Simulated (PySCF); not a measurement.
Order these species by their calculated properties.

Each SMILES stands for a single optimised conformer of the isolated species, non-relativistic unless stated; the electronic structure was computed with PySCF and density fitting.

Dipoles, sizes and rotational constants follow the conformer. The torsions of the flexible species, by atom-mapped SMILES:
- `[CH2:1]=[CH:2][P:3]([CH3:4])([CH3:5])([CH3:6])[CH:7]=[CH2:8]`: C1–C2–P3–C4 69°, C2–P3–C7–C8 -161°
- `[CH3:1][C:2]([CH3:3])([CH3:4])[P:5]1[CH2:6][CH2:7][CH2:8]1`: C1–C2–P5–C6 -161°
- `[CH2:1]=[CH:2][CH2:3][n:4]1[n:5][cH:6][c:7]([O:8][CH3:9])[n:10]1`: C1–C2–C3–N4 125°, C2–C3–N4–N5 79°, C6–C7–O8–C9 179°
- `[CH3:1][CH2:2][CH2:3][P@@:4](=[O:5])([OH:6])[CH:7]1[CH2:8][CH2:9]1`: C1–C2–C3–P4 176°, C2–C3–P4–O5 -50°, C3–P4–C7–C8 158°, H–O6–P4–C3 -136°
- `[CH2:1]=[CH:2][CH2:3][P:4]([CH3:5])[PH2:6]`: C1–C2–C3–P4 105°, C2–C3–P4–C5 -166°, H–P6–P4–C3 91°, H–P6–P4–C3 -177°
- `[CH3:1][C:2](=[O:3])[c:4]1[c:5]([CH3:6])[n:7][n:8][n:9]1[CH3:10]`: C1–C2–C4–C5 0°
- `[CH3:1][CH2:2][P@+:3]1([CH3:4])[CH2:5][C@@H:6]([CH3:7])[C@H:8]1[CH3:9]`: C1–C2–P3–C4 -59°
- `[CH3:1][CH:2]([CH3:3])[C@@H:4]1[CH2:5][P@@H+:6]([CH3:7])[C@@H:8]1[CH3:9]`: C1–C2–C4–C5 -56°
- `[OH:1][CH2:2][CH2:3][S-:4]`: O1–C2–C3–S4 -41°, H–O1–C2–C3 29°

The conformers of `CP1CCCCCC1` aren't listed.

(1) Rank by dipole moment, lowest first (PBE0/pcSseg-1 at GFN2-xTB geometries).
A. `CCC[P@@](=O)(O)C1CC1`
B. `C=CP(C)(C)(C)C=C`
C. `C=CCP(C)P`
D. `O(c1cnn(n1)CC=C)C`
E. `CC(C)(C)P1CCC1`

(2) Rank by HOMO–LUMO gap, highest first (PBE0/pcSseg-1 at GFN2-xTB geometries).
A. `CC(C)[C@@H]1C[P@@H+](C)[C@@H]1C`
B. `C=CCP(C)P`
C. `CC(=O)c1c(C)nnn1C`
D. `CC(C)(C)P1CCC1`
E. `CP1CCCCCC1`
F. `C=CP(C)(C)(C)C=C`
G. `CCC[P@@](=O)(O)C1CC1`
H. `CC[P@+]1(C)C[C@@H](C)[C@H]1C`

(3) Give the two extremes of that set in kcal/mol.

(4) Rank by HOMO energy, lowest first (PBE0/pcSseg-1 at GFN2-xTB geometries).
A. `C=CCn1ncc(OC)n1`
B. `CC(=O)c1c(C)nnn1C`
C. `C([P@@](O)(C1CC1)=O)CC`
D. `C=CCP(C)P`

(5) By how much do the two ends of that ranking differ?

(6) Rank by smallest rotational constant, highest first (GFN2-xTB).
A. `C=CCP(C)P`
B. `CC[P@+]1(C)C[C@@H](C)[C@H]1C`
C. `CC(=O)c1c(C)nnn1C`
D. `OCC[S-]`
E. `CCC[P@@](=O)(O)C1CC1`
F. `C=CP(C)(C)(C)C=C`
G. `C=CCn1ncc(OC)n1`

(7) Give the two extremes of that set in cm⁻¹.

Results:

(1) B (0.28 D), C (0.68 D), E (1.32 D), D (1.72 D), A (2.36 D).

(2) G (8.91 eV), H (8.76 eV), A (8.04 eV), E (7.67 eV), D (7.02 eV), B (6.40 eV), C (5.93 eV), F (5.56 eV).

(3) `C=CP(C)(C)(C)C=C`: 128 kcal/mol; `CCC[P@@](=O)(O)C1CC1`: 205 kcal/mol.

(4) C (-7.76 eV), B (-7.66 eV), A (-6.66 eV), D (-6.32 eV).

(5) By 1.44 eV, between `C=CCP(C)P` and `CCC[P@@](=O)(O)C1CC1`.

(6) D (3.286 GHz), A (1.255 GHz), F (1.197 GHz), B (0.882 GHz), C (0.823 GHz), E (0.725 GHz), G (0.664 GHz).

(7) `C=CCn1ncc(OC)n1`: 0.0221 cm⁻¹; `OCC[S-]`: 0.1096 cm⁻¹.
